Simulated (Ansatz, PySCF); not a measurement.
Noncovalent pair: HCl (SMILES Cl) (first 2 atoms) with C2H3N (SMILES CC#N); geometry from B3LYP-D3(BJ)/def2-TZVP.
(charge 0, multiplicity 1):
```tsv
atom	x (Å)	y (Å)	z (Å)
Cl	0.2453	1.0091	-1.1470
H	0.2503	0.5969	0.0858
C	0.2668	-0.8486	4.4091
C	0.2617	-0.3881	3.0315
N	0.2580	-0.0241	1.9436
H	-0.4272	-1.6811	4.5262
H	1.2673	-1.1798	4.6875
H	-0.0359	-0.0392	5.0735
```

Monomers are frozen at their geometry in the pair; levels with a basis set take the counterpoise correction. Rows marked so take none.

Rows in 3-21G carry no dispersion term and start afresh at each structure.

Codes used: Ansatz (Gaussian orbitals); PySCF for 3-21G rows, the dispersion terms. Each number belongs to the level named beside it.

### Question
What is the computed interaction energy (HF/3-21G (no counterpoise))?

### Answer
-8.5 kcal/mol

Ansatz is a first-principles code.
